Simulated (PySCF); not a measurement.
Species: C5H9NSSi.
Structure used (GFN2-xTB), in Å, numbered top down from 1:
```xyz
17
C5H9NSSi angstrom
C     -3.1666    0.0188    0.1244
C     -1.9354   -0.1558    0.5652
C     -0.7314    0.5089   -0.0281
C      0.1750   -0.5304   -0.7032
C      0.6967   -1.4755    0.2397
N      1.1474   -2.1948    1.0074
S      1.5838    0.2737   -1.5959
Si     3.0272    0.6747   -0.0473
H     -3.3866    0.6785   -0.6994
H     -4.0070   -0.4823    0.5727
H     -1.7324   -0.8261    1.3905
H     -1.0286    1.2426   -0.7792
H     -0.1650    1.0203    0.7554
H     -0.3758   -1.0600   -1.4866
H      3.9205    1.5892   -0.7348
H      3.6491   -0.5781    0.3485
H      2.3221    1.3083    1.0608
```

Method: TDDFT B3LYP/def2-SVPD, vertical, gas phase, core orbitals frozen in the response in PySCF.

Kohn–Sham orbitals with the atoms that hold most of them (Löwdin shares over 4%, at most four atoms; ? is withheld):

```
orbital  ε (eV)                           atoms
 HOMO-3   -9.38  N6 25%, C5 18%, S7 14%, C4 11%
 HOMO-2   -8.70  S7 52%, N6 11%, Si8 11%, C5 8%
 HOMO-1   -7.89    C1 36%, C2 34%, S7 6%, C3 6%
   HOMO   -7.11                               ?
   LUMO       ?                               ?
 LUMO+1   -0.56  S7 27%, Si8 23%, H17 8%, C5 7%
 LUMO+2   -0.25   C2 18%, C1 17%, S7 13%, N6 8%
```

Question: Which atoms hold the HOMO, and with what shares?

Answer: S7 (bonded to C and Si) 66%; Si8 (bonded to S and 3 H) 9%; C4 (bonded to 2 C, S and H) 7%.

Question: Give the leading atoms of the LUMO.

Answer: S7 (bonded to C and Si) 25%; C1 (bonded to C and 2 H) 13%; C4 (bonded to 2 C, S and H) 12%; C2 (bonded to 2 C and H) 11%. By element: carbon 37% or more, sulfur 25%.

Question: What is the LUMO energy, and the HOMO–LUMO gap?

Answer: ε(LUMO) = -0.97 eV; the gap is 6.14 eV (0.2257 hartree).

Question: How does S1 compare with the orbital gap of 6.14 eV?

Answer: S1 is at 5.12 eV (f = 0.0051), 1.02 eV below the gap, made of HOMO→LUMO (88%). 

Question: One configuration dominates each of S1, S2, S4 and S7. Which, and how do the shares of the two leading atoms of either orbital change from the occupied to the empty one?

Answer: 
- S1 (5.12 eV, f 0.0051), HOMO→LUMO (88%): S7 66% → 25%, Si8 9% → at most 12%, C1 at most 4% → 13%
- S2 (5.52 eV, f 0.015), HOMO→LUMO+1 (93%): S7 66% → 27%, Si8 9% → 23%
- S4 (6.33 eV, f 0.094), HOMO-1→LUMO (80%): C1 36% → 13%, C2 34% → 11%, S7 6% → 25%
- S7 (6.62 eV, f 0.011), HOMO-1→LUMO+1 (79%): C1 36% → at most 7%, C2 34% → at most 7%, S7 6% → 27%, Si8 at most 6% → 23%

One conformer stands for the species.
